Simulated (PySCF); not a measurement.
Species: CH₁₁GeNSi₂.
SMILES: `CN[Si@@H]([SiH3])[GeH3]`

Torsions of this conformer, `[CH3:1][NH:2][Si@@H:3]([SiH3:4])[GeH3:5]`: C1–N2–Si3–Si4 68°.

The closed-shell ground state was solved at several levels (PySCF, density fitting, gas phase). The structure is a single PBE0-D3(BJ)/def2-SVP conformer in the gas phase; no vibrational or solvent corrections. Relativistic effects, spin–orbit coupling among them, are left out although an element past zinc is present.

```csv
level,basis functions,total energy (Eh),HOMO (eV),LUMO (eV),gap (eV),dipole (D)
PBE0/pcSseg-1,178,-2754.5907,-6.56,-0.24,6.32,1.43
B3LYP/pcSseg-1,178,-2755.3241,-6.35,-0.38,5.97,1.44
```

(1) What might CAM-B3LYP/def2-SVPD (214 basis functions) give for the same quantities?

(2) Over all these levels, which gives the widest orbital gap and which the narrowest?

(3) How far do the dipole and the HOMO energy spread over the levels?

Results:

(1) Total energy -2755.0354 Eh, HOMO -7.87 eV, LUMO 0.71 eV, gap 8.58 eV, dipole 1.28 D.

(2) CAM-B3LYP/def2-SVPD (range-separated hybrid) has the widest, 8.58 eV, and B3LYP/pcSseg-1 (global hybrid, 20 % exact exchange) the narrowest, 5.97 eV. Functional and basis both differ between the two, so the spread mixes both effects.

(3) The dipole runs from 1.28 to 1.44 D (mean 1.38 D) and the HOMO from -7.87 to -6.35 eV.
